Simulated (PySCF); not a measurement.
C6H10O2SSi.
Z-matrix (Å and degrees, GFN2-xTB geometry), rows numbered from 1:
```
C 
O   1  1.4069
C   2  1.3560  1  116.80
C   3  1.3633  2  128.07  1     2.28
S   4  1.7238  3  111.66  2  -179.27
C   5  1.7296  4   91.51  3     0.36
C   6  1.4913  5  120.74  4  -177.70
O   7  1.3981  6  112.65  5    98.64
Si  8  1.6219  7  129.69  6   -53.93
C   6  1.3575  5  111.37  4    -0.66
H   1  1.0950  2  111.22  3    58.68
H   1  1.0948  2  111.32  3   -63.27
H   1  1.0886  2  106.02  3   177.69
H   4  1.0705  3  129.57  2     0.38
H   7  1.0966  6  109.67  5  -142.81
H   7  1.0974  6  109.58  5   -23.40
H   9  1.4662  8  111.21  7   -55.17
H   9  1.4656  8  112.28  7    65.82
H   9  1.4529  8   98.16  7  -174.83
H  10  1.0740  3  122.62  2    -0.87
```

NICS is the negative of the GIAO shielding at a point without a nucleus: at the ring centre (0) and 1 Å above and below it (1); zz is the component along the ring normal. Level: GIAO PBE0/pcSseg-1 (PySCF, non-relativistic, gas phase) on the GFN2-xTB geometry, one conformer.

Ring bond lengths (Å), with Mayer bond orders in brackets: C3–C4 1.363 (1.53), C4–S5 1.724 (1.10), S5–C6 1.730 (1.16), C6–C10 1.357 (1.53), C10–C3 1.423 (1.24).

Task: What do the NICS probes read (ppm)?

Result: 
```tsv
ring	type	NICS(0)	NICS(1), two faces	NICS(1)zz, two faces	rms pucker (Å)	centre to ring atoms, mean (Å)
C3–C4–S5–C6–C10	5-membered ring with S; formal bonds all aromatic	-12.8	-10.4 / -10.0	-23.6 / -22.5	0.00	1.29
```

Task: What can be read from them?

Result: 
- C3–C4–S5–C6–C10: mean NICS(1)zz -23.0 ppm, shielded. For a flat ring without four-coordinate atoms the NICS criterion counts such a value as aromatic.

Task: And the bond-length index? HOMA = 1 − mean of α(R − Ropt)² over the ring bonds, with Krygowski's 1993 parameters (CC: Ropt 1.388 Å, α 257.7 Å⁻²; CS: Ropt 1.677 Å, α 94.09 Å⁻²).

Result: 
- C3–C4–S5–C6–C10: HOMA 0.76; the largest term is that of C10–C3, α(R − Ropt)² = 0.31. The geometric and the magnetic index point the same way.

Task: How shielded are the nuclei of the rings and their hydrogens (means over atoms taken as equivalent)?

Result: 
```csv
atoms,environment,σ isotropic (ppm)
C3,aromatic carbon bearing oxygen,21.1
C4,aromatic CH next to a ring sulfur,84.9
S5,thiophene-type sulfur,313.5
C6,substituted aromatic carbon,37.8
C10,aromatic CH carbon,59.0
H14,aromatic hydrogen,25.95
H20,aromatic hydrogen,24.65
```
